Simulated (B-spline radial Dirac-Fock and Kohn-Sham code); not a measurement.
Relative photoemission cross sections at 6000 eV: 3d3/2, 3d5/2, Sc to Tc

Level of theory: the independent-particle Dirac-Slater model, thresholds from Dirac-Fock; an atomic code on a B-spline grid. Cross sections are relative to C 1s, computed as 0.2011 kb at this energy; β is from the dipole term. Free atoms in their tabulated ground configurations, whose changes along a row show as steps; without correlation, outer binding energies come out low.

```
 Z  element   σ 3d3/2   σ 3d5/2  β 3d5/2  binding 3d5/2 (eV)
21       Sc  0.000344  0.000501     0.34                7.26
22       Ti   0.00119   0.00172     0.34                8.32
23        V   0.00284   0.00413     0.35                9.27
25       Mn    0.0106    0.0153     0.38               10.97
26       Fe    0.0184    0.0265     0.40               11.75
27       Co    0.0303    0.0435     0.43               12.49
28       Ni    0.0479    0.0688     0.45               13.20
30       Zn     0.108     0.154     0.50               14.57
31       Ga     0.151     0.216     0.52               24.82
32       Ge     0.207     0.296     0.54               36.16
36       Kr     0.611     0.869     0.63               92.18
38       Sr     0.972      1.38     0.67               141.3
40       Zr      1.47      2.08     0.71               188.5
43       Tc      2.57      3.63     0.77               265.2
```
